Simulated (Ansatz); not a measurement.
Basis-set extrapolation for C$_{3}$H$_{5}$ClSi, SMILES `[SiH3]C1=CC1Cl` (PBE0-D4/def2-TZVP geometry, frozen core, the Gaussian-basis code of Ansatz). Multiplicity 1, RHF reference.

```json
{"": "HF", "def2-TZVPP": "-864.925462", "def2-QZVPP": "-864.952237"}
{"": "MP2 correlation", "def2-TZVPP": "-0.786672", "def2-QZVPP": "-0.845668"}
{"": "CCSD(T) correlation", "def2-TZVPP": "-0.873545", "def2-QZVPP": "not run"}
```

Energies in hartree. Use E(X) = E(∞) + A·exp(−7.88·√X) for Hartree–Fock and E(X) = E(∞) + B·X^(−2.97) for correlation, with X = 3 and 4, and add CCSD(T) minus MP2 of the smaller set to the MP2 limit.

Q: What is the CCSD(T) energy at the basis-set limit?

A: HF limit: -864.952237 + (-0.026775) × 0.13774 = -864.95592. MP2 limit: -0.845668 + (-0.058996) × 0.74074 = -0.88937. Higher-order term: -0.873545 − (-0.786672) = -0.08687. Total: -865.93216 hartree, 3.62 eV below CCSD(T)/def2-TZVPP.
